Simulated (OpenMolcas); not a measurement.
A run on Au5+ among 5 point charges of -1.3 e arranged as a square pyramid (C4v), 2.18 Å from the ion, with the axial distance 2.594 Å.
```
   2.1800    0.0000    0.0000  -1.30
   0.0000    2.1800    0.0000  -1.30
  -2.1800    0.0000    0.0000  -1.30
   0.0000   -2.1800    0.0000  -1.30
   0.0000    0.0000    2.5942  -1.30
```

```
Program             : OpenMolcas 26.06
Method              : CASSCF
Basis               : ANO-RCC-VDZP [7s6p4d2f]
Scalar Hamiltonian  : DKH2, point nucleus
Active space        : 6 electrons in 5 orbitals (5d)
State averaging     : 2S+1 = 5 even, 5 roots; 2S+1 = 3 even, 45 roots; 2S+1 = 1 even, 50 roots
Spin-orbit coupling : RASSI with atomic mean-field integrals over the reference wave functions
```

59 basis functions. Blocks (2S+1, parity, CSFs, roots kept): 5, even, 5, 5; 3, even, 45, 45; 1, even, 50, 50.

**Question.** How long do the RASSCF and RASSI steps take on 1 thread of Arm Neoverse V1 (shared host)?

**Answer.** About 29 s of wall time, without the integral step.
